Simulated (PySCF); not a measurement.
Method: PySCF with PBE-D3(BJ)/def2-TZVP // TPSS-D3(BJ)/def2-SVP. All species are isolated molecules in the gas phase. One relaxed conformer stands for a flexible species; it need not be the lowest. 

Reference species: [Ti(OH)4] (neutral, multiplicity 1).

```yaml
charge on the central atom (meta-Löwdin): 1.35 e
charge on the central atom (Mulliken): 1.30 e
mean_distance_from_the_central_atom_to_its_bonded_neighbours: 1.808 Å
HOMO–LUMO gap: 5.08 eV
```

Changed species: [Ti(OH)3(NH2)] (1 of 4 OH replaced by NH2; the reference has 0 of 4 OH replaced by NH2).

Q: Give the shifts of the charge on the central atom (meta-Löwdin), charge on the central atom (Mulliken), mean distance from the central atom to its bonded neighbours and HOMO–LUMO gap.

A: the charge on the central atom (meta-Löwdin) drops by 0.06 e, to 1.29 e; the charge on the central atom (Mulliken) is nearly the same; the mean distance from the central atom to its bonded neighbours rises by 0.023 Å, to 1.831 Å; the HOMO–LUMO gap falls by 1.24 eV, to 3.84 eV.
